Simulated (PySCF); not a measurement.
**C²⁺: ionisation energy**

C²⁺ [He] 2s2 (1S) → C³⁺ [He] 2s1 (2S), as a difference of total energies. Computed with PySCF 2.14 in aug-cc-pVQZ with one added diffuse shell each of s, p, d, f, g type (7s6p5d4f3g, 105 functions), with no relativity, point nucleus. Correlated levels: valence: 1s2 frozen. The calculations carry no spin-orbit coupling.

| method | ionisation energy (eV) |
| --- | --- |
| UHF | 45.779 |
| LDA | 46.944 |
| PBE | 47.100 |
| PBE0 | 47.037 |
| r2SCAN | 46.614 |
| r2SCANh | 46.643 |
| PW91 | 47.189 |
| CAM-B3LYP | 47.205 |
| B2PLYP | 47.151 |
| MP2 (valence) | 47.023 |
| SCS-MP2 (valence) | 47.271 |

Errors of the correlated levels include the incompleteness of this basis and the frozen core.

MP2 underrates the near-degeneracy of ns² with np² in the lower species.

**Question.** Which method comes closest to the reference value, and which is furthest?

**Answer.** The reference is 47.888 eV (measured; NIST Atomic Spectra Database, ionization energies). Closest: SCS-MP2 (valence) (error -0.617 eV); furthest: UHF (error -2.109 eV).
